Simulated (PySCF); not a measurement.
C3BF3O.
Atom-mapped SMILES: `[O:1]=[c:2]1[c:3]([F:4])[c:5]1[B:6]([F:7])[F:8]`

Method: PBE0-D3(BJ)/def2-SVP geometry optimisation, gas phase (PySCF); density fitting, grid level 2; the optimiser is geomeTRIC in internal coordinates, started from a GFN2-xTB structure.

The end geometry, which sets the zero of energy:
```
atom  x, y, z in Å
O1     -1.6022    1.8954    0.5679
C2     -1.1797    0.8105    0.3190
C3     -1.2313   -0.5787    0.0964
F4     -1.8395   -1.7207   -0.0247
C5     -0.0091   -0.0437   -0.0015
B6      1.5195   -0.1128   -0.2574
F7      2.0118    0.2199   -1.4260
F8      2.3425   -0.4611    0.7027
```

Question: These geometries come from the run, each turned onto the end geometry. Order them by energy, lowest first.
A.
```
atom  x, y, z in Å
O1     -1.6253    1.8703    0.6268
C2     -1.1818    0.8122    0.3442
C3     -1.2354   -0.5659    0.0729
F4     -1.8559   -1.7101   -0.0689
C5     -0.0010   -0.0172   -0.0064
B6      1.5119   -0.1182   -0.2593
F7      2.0373    0.1056   -1.4401
F8      2.3621   -0.3681    0.7073
```
B.
```
atom  x, y, z in Å
O1     -1.5951    1.8868    0.6028
C2     -1.1812    0.8097    0.3082
C3     -1.2314   -0.5772    0.0799
F4     -1.8325   -1.7281    0.0330
C5     -0.0182   -0.0337   -0.0721
B6      1.5188   -0.1149   -0.2783
F7      2.0601    0.2360   -1.4179
F8      2.2916   -0.4700    0.7210
```
C.
```
atom  x, y, z in Å
O1     -1.6035    1.8837    0.6152
C2     -1.1872    0.8122    0.3022
C3     -1.2279   -0.5741    0.0743
F4     -1.8179   -1.7298    0.0549
C5     -0.0189   -0.0255   -0.0848
B6      1.5202   -0.1019   -0.2872
F7      2.0841    0.2343   -1.4209
F8      2.2631   -0.4902    0.7227
```
D.
```
atom  x, y, z in Å
O1     -1.5988    1.8900    0.5911
C2     -1.1806    0.8093    0.3184
C3     -1.2320   -0.5787    0.0895
F4     -1.8364   -1.7271    0.0096
C5     -0.0180   -0.0342   -0.0540
B6      1.5165   -0.1080   -0.2698
F7      2.0510    0.2222   -1.4196
F8      2.3103   -0.4648    0.7114
```

Answer: D (0.004 eV), B (0.007 eV), C (0.014 eV), A (0.030 eV).

In the order of the answer:

| step | E above end (eV) | largest force (eV/Å) | rms force component (eV/Å) | rms distance from end (Å) | rms bond change (Å) | bond most changed (Å) |
| --- | --- | --- | --- | --- | --- | --- |
| 3 | 0.004 | 0.17 | 0.048 | 0.031 | 0.000 | B6–F7 -0.001 |
| 2 | 0.007 | 0.16 | 0.050 | 0.045 | 0.001 | C2–C5 +0.002 |
| 1 | 0.014 | 0.24 | 0.081 | 0.063 | 0.002 | C2–C5 +0.005 |
| 0 | 0.030 | 1.19 | 0.408 | 0.063 | 0.009 | C3–C5 +0.015 |

What follows is the cost of the whole optimisation. Hardware: an AMD EPYC 9R45 with one thread, shared host with 96 logical CPUs at a one-minute load of 7.1. Cost: 22 s, 0.60 GiB resident at most.
